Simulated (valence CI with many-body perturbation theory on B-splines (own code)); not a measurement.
Values are calculated unless marked as measured or tabulated.
**Sensitivity of CI+MBPT for Hf⁵⁷⁺**

Method: configuration interaction combined with many-body perturbation theory (CI+MBPT): five valence electrons over a frozen Dirac-Fock core [Ne], a basis of 6 s, 6 p, 5 d, 3 f, 1 g functions for each j, with the one-electron correlation potential Σ1, the two-electron term Σ2, the three-electron term Σ3, Breit, model QED; selected CI, second order for the rest, scaled by the run's own slope (own B-spline code, finite nucleus).

No measured spectrum was set against this ion. As an estimate, large intervals hold to a few tenths of a per cent, small ones and those within an open d or f shell to about a per cent. Among the levels kept, up to 680 cm⁻¹ of a level comes from second order outside the variational space, and about a tenth of that is noise between levels of different J, which matters for small intervals.

The reference run has the lowest level (3s^2 3p1/2^2 3p3/2) J=3/2 and an ionisation energy of 5716.35 eV. Its largest variational space holds 10000 state functions.

Levels are named by their leading jj configuration (3d3/2^4 stands for four electrons in 3d with j = 3/2), which in mixed levels can hold well under half, so a name can repeat and another be missing. Letters in brackets count levels of one name in rising energy.

```
                             Level  Reference (cm⁻¹)  Shift (cm⁻¹)
        (3s^2 3p1/2^2 3d3/2) J=3/2           1788040         +1256
        (3s^2 3p1/2 3p3/2^2) J=3/2           2404520         -1119
        (3s^2 3p1/2^2 3d5/2) J=5/2           2464930         +1526
        (3s^2 3p1/2 3p3/2^2) J=5/2           2497140          -117
        (3s^2 3p1/2 3p3/2^2) J=1/2           2616600          +378
        (3s 3p1/2^2 3p3/2^2) J=5/2           3751210         -1165
        (3s 3p1/2^2 3p3/2^2) J=3/2           3985100           -23
        (3s 3p1/2^2 3p3/2^2) J=1/2           3997620          +160
(3s^2 3p1/2 3p3/2 3d3/2) J=5/2 [a]           4173520          +123
(3s^2 3p1/2 3p3/2 3d3/2) J=1/2 [a]           4198480          -372
(3s^2 3p1/2 3p3/2 3d3/2) J=3/2 [a]           4199630           -88
    (3s^2 3p1/2 3p3/2 3d3/2) J=7/2           4269740         +1260
```

The ionisation energy moves by -0.57 eV.

Which of these changes was made?
A. Davidson tolerance 2e-05 → 0.0003
B. scale of Σ1 1 → 1.1
C. correlating orbitals by l 3 3 3 2 1 → 0 0 0 0 0

C. correlating orbitals by l 3 3 3 2 1 → 0 0 0 0 0.
